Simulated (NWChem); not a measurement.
System: C₃H₆NO, doublet; SMILES CN(C)[C]=O

Input file for NWChem:

```
start job
memory heap 200 mb stack 900 mb global 1100 mb
geometry units angstroms noautosym nocenter noautoz
  C      0.913992    -1.488813    -0.000007
  N      0.060527    -0.327058     0.000200
  C     -1.374601    -0.534981    -0.000115
  C      0.579917     0.905173     0.000090
  O      0.042108     1.972099     0.000035
  H      1.962143    -1.163348     0.000724
  H      0.735943    -2.112547     0.892807
  H      0.736932    -2.111626    -0.893672
  H     -1.870504     0.443783     0.001362
  H     -1.689549    -1.097320    -0.895225
  H     -1.689399    -1.099864     0.893432
end
basis spherical
  * library def2-svp
end
dft
  odft
  mult 2
  xc b3lyp
  iterations 150
end
cosmo
  dielec 37.5
end
task dft energy
```

Output (shortened):

```
             Northwest Computational Chemistry Package (NWChem) 7.3.0
             --------------------------------------------------------

                             Geometry "geometry" -> ""
                             -------------------------

 Output coordinates in angstroms (scale by  1.889725989 to convert to a.u.)

  No.       Tag          Charge          X              Y              Z
 ---- ---------------- ---------- -------------- -------------- --------------
    1 C                    6.0000     0.91399200    -1.48881300    -0.00000700
    2 N                    7.0000     0.06052700    -0.32705800     0.00020000
    3 C                    6.0000    -1.37460100    -0.53498100    -0.00011500
    4 C                    6.0000     0.57991700     0.90517300     0.00009000
    5 O                    8.0000     0.04210800     1.97209900     0.00003500
    6 H                    1.0000     1.96214300    -1.16334800     0.00072400
    7 H                    1.0000     0.73594300    -2.11254700     0.89280700
    8 H                    1.0000     0.73693200    -2.11162600    -0.89367200
    9 H                    1.0000    -1.87050400     0.44378300     0.00136200
   10 H                    1.0000    -1.68954900    -1.09732000    -0.89522500
   11 H                    1.0000    -1.68939900    -1.09986400     0.89343200

 Effective nuclear repulsion energy (a.u.)     172.1701127698

                                 NWChem DFT Module
                                 -----------------

 Summary of "ao basis" -> "ao basis" (spherical)
 ------------------------------------------------------------------------------
       Tag                 Description            Shells   Functions and Types
 ---------------- ------------------------------  ------  ---------------------
 C                          def2-svp                 6       14   3s2p1d
 N                          def2-svp                 6       14   3s2p1d
 O                          def2-svp                 6       14   3s2p1d
 H                          def2-svp                 3        5   2s1p

 in cosmo_initialize ...

 solvent parameters
 solvname_short: unkn
 solvname_long:  unknown
 dielec:       37.5000

          ---------------
          -cosmo- solvent
          ---------------
 Cosmo: York-Karplus, doi: 10.1021/jp992097l
 dielectric constant -eps-     =  37.50
 screen = (eps-1)/(eps    )    =   0.97333
 surface charge correction     = lagrangian

   van der Waals surface
 --------------------------

 ---------- ATOMIC COORDINATES (A.U.) ------------ VDWR(ANG.) --
     1    1.72719444   -2.81344862   -0.00001323     2.000
     2    0.11437944   -0.61805000    0.00037795     1.830
     3   -2.59761923   -1.01096750   -0.00021732     2.000
     4    1.09588423    1.71052894    0.00017008     2.000
     5    0.07957258    3.72672673    0.00006614     1.720
     6    3.70791262   -2.19840895    0.00136816     1.300
     7    1.39073061   -3.99213497    1.68716059     1.300
     8    1.39259955   -3.99039453   -1.68879520     1.300
     9   -3.53474002    0.83862827    0.00257381     1.300
    10   -3.19278465   -2.07363412   -1.69172995     1.300
    11   -3.19250120   -2.07844158    1.68834167     1.300
 number of segments per atom =         32
 number of   points per atom =         32
 atom (   nspa,  nppa )
 ----------------------
    1 (     16,     0 )       0
    2 (      8,     0 )       0
    3 (     16,     0 )       0
    4 (     16,     0 )       0
    5 (     22,     0 )       0
    6 (     14,     0 )       0
    7 (     15,     0 )       0
    8 (     15,     0 )       0
    9 (     16,     0 )       0
   10 (     14,     0 )       0
   11 (     14,     0 )       0
 number of -cosmo- surface points =      166
 molecular surface =    118.877 angstrom**2
 molecular volume  =     98.347 angstrom**3
 G(cav/disp)       =      1.454 kcal/mol
 -lineq- algorithm             =   0
 -bem- low  level              =   2
 -bem- from -octahedral-
 gaussian surface charge width =   4.50000
 degree of switching           =   1.00000
 switching function tolerance  =   0.00010
 atomic radii =
 --------------
    1  6.000  2.000
    2  7.000  1.830
    3  6.000  2.000
    4  6.000  2.000
    5  8.000  1.720
    6  1.000  1.300
    7  1.000  1.300
    8  1.000  1.300
    9  1.000  1.300
   10  1.000  1.300
   11  1.000  1.300
 ...... end of -cosmo- initialization ......

            General Information
            -------------------
          SCF calculation type: DFT
          Wavefunction type:  spin polarized.
          No. of atoms     :    11
          No. of electrons :    39
           Alpha electrons :    20
            Beta electrons :    19
          Charge           :     0
          Spin multiplicity:     2
          Use of symmetry is: off; symmetry adaption is: off
          Maximum number of iterations: 150
          AO basis - number of functions:   100
                     number of shells:    48
          Convergence on energy requested:  1.00D-06
          Convergence on density requested:  1.00D-05
          Convergence on gradient requested:  5.00D-04

              XC Information
              --------------
                         B3LYP Method XC Potential
                     Hartree-Fock (Exact) Exchange  0.200
                        Slater Exchange Functional  0.800 local
                    Becke 1988 Exchange Functional  0.720 non-local
              Lee-Yang-Parr Correlation Functional  0.810
                  VWN I RPA Correlation Functional  0.190 local

             Grid Information
             ----------------
          Grid used for XC integration:  medium
          Radial quadrature: Mura-Knowles
          Angular quadrature: Lebedev.
          Tag              B.-S. Rad. Rad. Pts. Rad. Cut. Ang. Pts.
          ---              ---------- --------- --------- ---------
          C                   0.70       49          10.0       434
          N                   0.65       49           7.0       434
          O                   0.60       49          11.0       434
          H                   0.35       45          11.0       434
          Grid pruning is: on
          Number of quadrature shells:   515
          Spatial weights used:  Erf1

      Superposition of Atomic Density Guess
      -------------------------------------

 Sum of atomic energies:        -244.80544110

      Non-variational initial energy
      ------------------------------

[...]

                                   COSMO solvation results
                                   -----------------------

                 gas phase energy =      -247.674462600529
                 sol phase energy =      -247.682659400540
 (electrostatic) solvation energy =         0.008196800011 (    5.14 kcal/mol)

                    DFT Final Alpha Molecular Orbital Analysis
                    ------------------------------------------

 Vector   18  Occ=1.000000D+00  E=-3.868149D-01
              MO Center= -1.0D-01, -5.5D-01,  7.2D-04, r^2= 3.9D+00
   Bfn.  Coefficient  Atom+Function         Bfn.  Coefficient  Atom+Function
  ----- ------------  ---------------      ----- ------------  ---------------
    33     -0.296279   3 C  py                4      0.290686   1 C  px
    86     -0.274946   9 H  s                71      0.271467   6 H  s
    46     -0.141685   4 C  px               60     -0.137315   5 O  px
    32      0.128139   3 C  px                5      0.121875   1 C  py
    61     -0.118356   5 O  py               72      0.115490   6 H  s

 Vector   19  Occ=1.000000D+00  E=-2.638660D-01
              MO Center= -1.6D-02, -6.1D-02, -1.5D-04, r^2= 2.9D+00
   Bfn.  Coefficient  Atom+Function         Bfn.  Coefficient  Atom+Function
  ----- ------------  ---------------      ----- ------------  ---------------
    20      0.477744   2 N  pz               23     -0.384919   2 N  pz
    62      0.322358   5 O  pz               65      0.255646   5 O  pz
    76      0.154694   7 H  s                81     -0.154832   8 H  s
    91     -0.141714  10 H  s                96      0.141480  11 H  s
     6      0.130284   1 C  pz               34      0.118897   3 C  pz

 Vector   20  Occ=1.000000D+00  E=-2.112196D-01
              MO Center=  5.6D-01,  1.1D+00,  1.1D-04, r^2= 1.8D+00
   Bfn.  Coefficient  Atom+Function         Bfn.  Coefficient  Atom+Function
  ----- ------------  ---------------      ----- ------------  ---------------
    45      0.540060   4 C  s                46      0.434145   4 C  px
    60     -0.411395   5 O  px               17     -0.364535   2 N  s
    63     -0.328345   5 O  px               49      0.266530   4 C  px
    44      0.217718   4 C  s                19      0.161146   2 N  py
    22     -0.146558   2 N  py               35      0.142424   3 C  px

 Vector   21  Occ=0.000000D+00  E= 2.329086D-02
              MO Center=  3.5D-01,  7.4D-01, -3.5D-04, r^2= 2.4D+00
   Bfn.  Coefficient  Atom+Function         Bfn.  Coefficient  Atom+Function
  ----- ------------  ---------------      ----- ------------  ---------------
    51      0.623084   4 C  pz               48      0.549369   4 C  pz
    65     -0.400322   5 O  pz               62     -0.347887   5 O  pz
    23     -0.340308   2 N  pz               20      0.300513   2 N  pz
    92     -0.254244  10 H  s                97      0.253003  11 H  s
    37     -0.172190   3 C  pz               82     -0.166804   8 H  s

 Vector   22  Occ=0.000000D+00  E= 6.433866D-02
              MO Center= -5.0D-01, -1.5D+00, -4.3D-05, r^2= 6.1D+00
   Bfn.  Coefficient  Atom+Function         Bfn.  Coefficient  Atom+Function
  ----- ------------  ---------------      ----- ------------  ---------------
    31      1.652752   3 C  s                 3      1.540209   1 C  s
    92     -0.934289  10 H  s                97     -0.934573  11 H  s
    77     -0.878822   7 H  s                82     -0.878580   8 H  s
    72     -0.540768   6 H  s                87     -0.501240   9 H  s
     8     -0.421977   1 C  py               35     -0.315621   3 C  px

 Vector   23  Occ=0.000000D+00  E= 1.074123D-01
              MO Center= -3.5D-01, -1.1D+00, -6.7D-04, r^2= 7.8D+00
   Bfn.  Coefficient  Atom+Function         Bfn.  Coefficient  Atom+Function
  ----- ------------  ---------------      ----- ------------  ---------------
     3      2.114995   1 C  s                31     -2.059289   3 C  s
    87      1.039668   9 H  s                77     -0.987141   7 H  s
    82     -0.987455   8 H  s                92      0.841232  10 H  s
    97      0.839849  11 H  s                72     -0.798662   6 H  s
    21     -0.271584   2 N  px               45      0.267874   4 C  s

                     DFT Final Beta Molecular Orbital Analysis
                     -----------------------------------------

 Vector   17  Occ=1.000000D+00  E=-3.884612D-01
              MO Center= -1.4D-01, -6.6D-01,  6.7D-04, r^2= 3.5D+00
   Bfn.  Coefficient  Atom+Function         Bfn.  Coefficient  Atom+Function
  ----- ------------  ---------------      ----- ------------  ---------------
     4      0.329800   1 C  px               86     -0.286451   9 H  s
    71      0.278396   6 H  s                33     -0.268201   3 C  py
    32      0.197375   3 C  px               18      0.187322   2 N  px
    87     -0.129004   9 H  s                72      0.126131   6 H  s
     7      0.123993   1 C  px               36     -0.099321   3 C  py

 Vector   18  Occ=1.000000D+00  E=-3.520660D-01
              MO Center=  2.6D-01,  1.4D+00,  9.2D-05, r^2= 2.0D+00
   Bfn.  Coefficient  Atom+Function         Bfn.  Coefficient  Atom+Function
  ----- ------------  ---------------      ----- ------------  ---------------
    60      0.393808   5 O  px               61      0.317686   5 O  py
    46      0.287315   4 C  px               63      0.260335   5 O  px
    64      0.212054   5 O  py               49      0.154126   4 C  px
     5     -0.135033   1 C  py               17      0.133624   2 N  s
    33      0.118992   3 C  py               50      0.110411   4 C  py

 Vector   19  Occ=1.000000D+00  E=-2.614291D-01
              MO Center= -2.2D-02, -8.3D-02, -1.4D-04, r^2= 2.8D+00
   Bfn.  Coefficient  Atom+Function         Bfn.  Coefficient  Atom+Function
  ----- ------------  ---------------      ----- ------------  ---------------
    20      0.483902   2 N  pz               23     -0.393877   2 N  pz
    62      0.315449   5 O  pz               65      0.250478   5 O  pz
    76      0.155202   7 H  s                81     -0.155337   8 H  s
    91     -0.142930  10 H  s                96      0.142700  11 H  s
     6      0.128812   1 C  pz               34      0.118353   3 C  pz

 Vector   20  Occ=0.000000D+00  E=-7.180281D-02
              MO Center=  6.6D-01,  9.5D-01,  1.2D-04, r^2= 2.0D+00
   Bfn.  Coefficient  Atom+Function         Bfn.  Coefficient  Atom+Function
  ----- ------------  ---------------      ----- ------------  ---------------
    45      0.691859   4 C  s                17     -0.476923   2 N  s
    46      0.397521   4 C  px               60     -0.354077   5 O  px
    63     -0.318605   5 O  px               49      0.271359   4 C  px
     3     -0.219041   1 C  s                35      0.206132   3 C  px
    72      0.202910   6 H  s                87      0.200612   9 H  s

 Vector   21  Occ=0.000000D+00  E= 4.263039D-02
              MO Center=  3.4D-01,  7.2D-01, -6.7D-04, r^2= 2.5D+00
   Bfn.  Coefficient  Atom+Function         Bfn.  Coefficient  Atom+Function
  ----- ------------  ---------------      ----- ------------  ---------------
    51      0.632137   4 C  pz               48      0.544995   4 C  pz
    65     -0.401021   5 O  pz               62     -0.345346   5 O  pz
    23     -0.315150   2 N  pz               92     -0.294330  10 H  s
    97      0.292289  11 H  s                20      0.282671   2 N  pz
    82     -0.206032   8 H  s                37     -0.204478   3 C  pz

 Vector   22  Occ=0.000000D+00  E= 6.564658D-02
              MO Center= -5.4D-01, -1.6D+00,  2.3D-04, r^2= 6.0D+00
   Bfn.  Coefficient  Atom+Function         Bfn.  Coefficient  Atom+Function
  ----- ------------  ---------------      ----- ------------  ---------------
    31      1.679124   3 C  s                 3      1.522521   1 C  s
    92     -0.958188  10 H  s                97     -0.958769  11 H  s
    77     -0.886011   7 H  s                82     -0.885540   8 H  s
    72     -0.491677   6 H  s                87     -0.466269   9 H  s
     8     -0.426526   1 C  py               35     -0.291659   3 C  px

   alpha - beta orbital overlaps
   -----------------------------

   alpha      1      2      3      4      5      6      7      8      9     10
    beta      1      2      3      5      4      6      7      8      9     10
 overlap   1.000  1.000  1.000  0.990  0.990  1.000  0.999  0.997  0.996  0.994

   alpha     11     12     13     14     15     16     17     18     19     20
    beta     11     13     12     16     14     15     18     17     19     20
 overlap   0.879  0.876  0.999  0.860  0.982  0.862  0.815  0.855  1.000  0.988

   alpha     21     22     23     24     25     26     27     28     29     30
    beta     21     22     23     24     25     26     28     27     29     30
 overlap   0.999  0.998  0.999  0.995  0.999  0.999  0.988  0.994  0.997  0.997

   alpha     31     32     33     34     35     36     37     38     39     40
    beta     31     32     33     35     34     36     37     38     39     40
 overlap   0.992  0.983  0.999  0.962  1.000  0.959  0.974  0.998  0.999  0.999

   alpha     41     42     43     44     45     46     47     48     49     50
    beta     41     42     43     44     45     46     47     48     50     49
 overlap   0.999  1.000  0.999  0.994  1.000  0.997  0.992  1.000  0.999  1.000

[...]
```

Level: B3LYP/def2-SVP, spin-unrestricted, COSMO on the gas-phase geometry. All runs use the structure optimised with PBE0/def2-SVP, spin-unrestricted. No frequency run checked for a minimum. No stability test was run on the SCF state. COSMO prints the solvation energy as gas minus solution, so a positive value is a stabilisation.
